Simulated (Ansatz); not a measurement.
Q: Name a neutral molecule of N, O, Si, Sn and H with LUMO energy (ωB97M-V/def2-TZVPP) between 0.20 and 0.50 eV and HOMO energy (ωB97M-V/def2-TZVPP) between -9.15 and -8.85 eV (Ansatz, PBE0-D4/def2-TZVP geometry).

A: `[OH][SnH]1[NH][SiH2]1` (0.22 eV, -8.90 eV). Other molecules can fit too; these were computed, each in one conformer that needn't be the lowest.
